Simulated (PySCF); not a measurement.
Problem. What does the GFN2-xTB structure of `C[Si+](C)CCC1CC1` look like in three dimensions? (Charge +1.)

Solution. 
```xyz
23
C7H15Si angstrom
C      2.565   -1.585    0.927
Si     2.000   -0.198   -0.213
C      3.135    1.267   -0.543
C      0.232   -0.189   -0.866
C     -0.748    0.550    0.081
C     -2.148    0.481   -0.478
C     -2.979   -0.745   -0.242
C     -3.324    0.536    0.452
H      3.648   -1.711    0.910
H      2.285   -1.382    1.961
H      2.116   -2.542    0.658
H      2.968    1.698   -1.531
H      4.187    0.990   -0.476
H      2.968    2.063    0.183
H     -0.143   -1.208   -1.002
H      0.179    0.293   -1.847
H     -0.444    1.592    0.190
H     -0.732    0.089    1.069
H     -2.257    0.975   -1.436
H     -2.559   -1.541    0.354
H     -3.624   -1.092   -1.033
H     -4.200    1.077    0.132
H     -3.133    0.610    1.511
```

Orientation and origin are arbitrary. Atoms count from 1 in this order. The 3-membered ring C6–C7–C8 has internal angles of 59.8° to 60.1°. Of the pairs four or more bonds apart, C7···H15 is among the closest relative to their van der Waals radii: 2.97 Å, 102 % of the sum of Bondi's values. The C–C distances run from 1.497 Å (C7–C8, drawn single) to 1.550 Å (C4–C5, drawn single), a spread of 0.053 Å. All 3 C–Si bonds measure 1.882 to 1.885 Å.

Bonds between heavy atoms (Å): C1–Si2 1.882, Si2–C3 1.882, Si2–C4 1.885, C4–C5 1.550, C5–C6 1.509, C6–C7 1.500, C7–C8 1.497, C6–C8 1.501.

Computed geometry: GFN2-xTB, gas phase.

Point group: C1 (no symmetry element, even within 0.4 Å). Stationary, but not proved a minimum. Torsions: C1–Si2–C4–C5 89°, Si2–C4–C5–C6 -178°, C4–C5–C6–C7 82°.

One conformer stands for the species.
